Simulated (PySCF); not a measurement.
# Cd⁺ (cadmium, charge +1) across methods

[Kr] 4d9 5s2, 2D determinant (an excited configuration). Computed with PySCF 2.14 in aug-cc-pVTZ-PP with ECP28MDF, with a scalar-relativistic core potential. The B2PLYP total includes its PT2 part (frozen core); its orbital energies are those of the SCF part.

| method | E (hartree) | mean ε 4d β (eV) | mean ε 5s α (eV) | mean ε 5s β (eV) | Σ⟨r²⟩ (bohr²) | ⟨S²⟩ |
| --- | --- | --- | --- | --- | --- | --- |
| r2SCAN0 | -167.1065 | -26.689 | -15.749 | -15.493 | 39.18 | 0.751 |
| B2PLYP | -166.9422 | -28.553 | -16.201 | -15.934 | 39.57 | 0.751 |
| PBE | -167.0982 | -23.992 | -14.781 | -14.517 | 39.22 | 0.751 |
| r2SCAN | -167.1419 | -24.489 | -14.971 | -14.730 | 39.09 | 0.751 |
| wB97M-V | -167.0312 | -28.837 | -17.666 | -17.415 | 39.35 | 0.751 |
| PBE0 | -167.0857 | -26.325 | -15.561 | -15.286 | 39.25 | 0.751 |
| PW91 | -167.1696 | -24.076 | -14.868 | -14.605 | 39.18 | 0.751 |
| UHF | -166.24291 | -32.349 | -17.047 | -16.702 | 40.06 | 0.752 |

(1) Estimate the same row for LDA.

Energies and moments cover only the electrons outside the core potential.

## Answers

(1) E (hartree) = -166.7924; mean ε 4d β (eV) = -24.095; mean ε 5s α (eV) = -15.140; mean ε 5s β (eV) = -14.895; Σ⟨r²⟩ (bohr²) = 39.14; ⟨S²⟩ = 0.750.
